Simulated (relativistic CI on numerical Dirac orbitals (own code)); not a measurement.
Method of calculation: Dirac-Coulomb-Breit CI, KLI orbitals optimised for each configuration, a model potential for QED, unscaled Slater integrals (own radial code, finite nucleus).

The strongest absorption lines from the ground level of an ion, among the configurations computed and to levels below about 8360 eV (vacuum wavelength in nm, gf): 0.16774 (0.68), 0.20279 (1.8), 0.20287 (2.2), 0.20294 (0.87), 0.20362 (0.82), 0.21865 (1.9), 0.21949 (2), 0.21961 (2.5).

Which ion is it?
A. Pr XLIX
B. Pr LI
C. Pr LIII
D. Eu LV

B. Pr LI has 9 electrons and the ground level 2s²2p⁵ ²P°3/2; the strongest line goes to 2s²2p⁴3d ²D5/2. The pattern of lines fixes the number of electrons, and along that sequence the line energies rise steadily with the charge (about as its square where n changes within one kind of shell, about linearly where n is kept but much faster in heavy ions where fine structure, which grows about as Z⁴, sets the gap, and irregularly where shells cross), which fixes Z. Configurations outside the model, such as inner-shell arrays, can give stronger lines. At this charge energies of transitions that change n are usually good to better than 1 %, and those within a shell (Δn = 0) to a few per cent.

LS names give the leading component of a level, which can be under half, so a name can repeat, a term be missing and a line seem to break the LS rules.
